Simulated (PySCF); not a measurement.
**Spin-orbit coupling and the third ionisation energy along the 4p block**

Two-component X2C-1e calculated with PySCF 2.14: MP2 on generalised Hartree-Fock spinors (GMP2), with spin-orbit coupling off and on (screened by Boettger's factors); no Breit or QED terms. Values in eV; the references (NIST) lie between the lowest levels. Elements whose determinants are no pure J levels are left out.

```
                          element                         configurations  spin-free  with spin-orbit  shift       reference
Ga (x2c-QZVPPall-2c, [Ne] frozen)              [Ar] 3d10 4s1 → [Ar] 3d10     30.691           30.691  0.000          30.726
Ge (x2c-QZVPPall-2c, [Ne] frozen)          [Ar] 3d10 4s2 → [Ar] 3d10 4s1     33.919           33.920  0.000          34.058
As (x2c-QZVPPall-2c, [Ne] frozen)      [Ar] 3d10 4s2 4p1 → [Ar] 3d10 4s2     27.963           28.217  0.254  28.349 ± 0.012
Kr (x2c-QZVPPall-2c, [Ne] frozen)  [Ar] 3d10 4s2 4p4 → [Ar] 3d10 4s2 4p3     35.337           35.590  0.253   35.838 ± 0.02
```

The largest shift is at As, 0.254 eV, where spin-orbit coupling lowers the species with more electrons by more than the one with fewer (starting occupations 4p1/2^1 and closed).

What remains against the references is mostly the basis and correlation beyond MP2.
